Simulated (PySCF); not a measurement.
A GIAO shielding run with PySCF 2.14 (density fitting, non-relativistic, gas phase) on SMILES S([Si@@H](OC)O[SiH3])C, C₂H₁₀O₂SSi₂:

```
$ OMP_NUM_THREADS=1 python probes_run.py task.json out

{"job": {"kind": "nmr", "xc": "PBE0", "basis": "pcSseg-1"}, "charge": 0, "multiplicity": 1}
C     -0.548894     2.987384     0.432988
O      0.241307     1.892674     0.068076
Si    -0.239597     0.423800    -0.377344
O      1.059174    -0.519058    -0.378391
Si     2.391280    -1.181761     0.276389
S     -1.678608    -0.303688     1.028640
C     -1.606167    -2.083842     0.660458
H      0.090162     3.701065     0.952920
H     -1.363808     2.677852     1.089859
H     -0.970842     3.458728    -0.457298
H     -0.758030     0.343908    -1.732899
H      2.101780    -2.617522     0.277659
H      3.474896    -0.818101    -0.629075
H      2.592916    -0.679146     1.632523
H     -2.193189    -2.589481     1.419245
H     -2.026644    -2.267997    -0.322736
H     -0.572735    -2.412788     0.698535
```

Hardware: 1 thread of an Arm Neoverse V1, shared host. The job also computes population analyses, field gradients.

Question: How large is the calculation?

Answer: 82 electrons, 190 basis functions and 1059 auxiliary functions.

Question: How long does it take, and how much memory does it need?

Answer: 55 s of wall time, with 13 SCF cycles and 4 response iterations; peak memory 0.83 GiB. Times on a shared host scatter by some tens of per cent.
